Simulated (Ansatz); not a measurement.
The cluster Si₄O, relaxed as a triplet with UKS PBE0-D4/def2-SVP in Ansatz, starting from the PBE0-D4/def2-SVP geometry of the neutral singlet. Force threshold 0.02 eV/Å.

The relaxation made no stability test and no search for a lower SCF solution. At PBE0-D4/def2-SVP a singlet of charge 0 lies 0.94 eV below the triplet, each at its own geometry. The structure comes from a short search, and lower isomers may exist.

Start:

```xyz
5

O    -1.526    0.358    0.905
Si    1.408   -0.816   -0.152
Si    1.095    0.700   -1.953
Si   -0.518   -0.841    1.600
Si   -0.459    0.599   -0.401
```

Q: Estimate the energy that the relaxation releases and the steps that it takes.

A: 21.8 kJ/mol, in 9 steps; 10 s on 4 threads of Intel Xeon 6975P-C on a shared host. No frequencies were taken in this run, so the end may be a saddle point.

Q: Does the start keep its bonding and symmetry?

A: By distances, no bond broke or formed. The bond that changes most is Si2–Si4, from 2.60 to 2.35 Å (atoms count from 1). Point group Cs at the start, Cs at the end, both within 0.05 Å.

Q: Predict the relaxed structure.

A: 
```xyz
5

O    -1.507    0.346    0.894
Si    1.385   -0.874   -0.064
Si    1.077    0.656   -1.871
Si   -0.384   -0.838    1.490
Si   -0.570    0.710   -0.450
```
Bond lengths: 5 × Si–Si 2.18 to 2.55 Å; 2 × O–Si 1.68 to 1.74 Å.
